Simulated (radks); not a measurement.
Charge is removed step by step from the 3d down level of As, starting from [Ar] 3d(up 5, down 5) 4s2 4p3. Method: scalar-relativistic Kohn-Sham, PBE, spin-polarised, spherical densities, point nucleus; open shells are filled with parallel spins first; computed with a radial shooting solver on a logarithmic mesh with Libxc functionals.

removed (e)  E - E(0) (eV)  eigenvalue (eV)  E minus straight line (eV)
0                    0.000          -40.114                       0.000
0.125                5.158          -42.449                      -1.084
0.25                10.613          -44.846                      -1.872
0.375               16.370          -47.299                      -2.357
0.5                 22.437          -49.808                      -2.532
0.625               28.821          -52.370                      -2.390
0.75                35.529          -54.982                      -1.925
0.875               42.566          -57.642                      -1.130
1                   49.938          -60.350                       0.000

Removing the whole electron costs 49.938 eV by Delta-SCF, against 40.114 eV from minus the eigenvalue at the starting occupation. Slater's transition state (half an electron removed) gives 49.808 eV. Integrating minus the eigenvalue over the occupation (Janak's theorem) gives 49.949 eV. In this scalar-relativistic scheme the density is built from large components alone, so the theorem holds only approximately. The mean slope of the eigenvalue, de/dn, is 20.2 eV per electron.
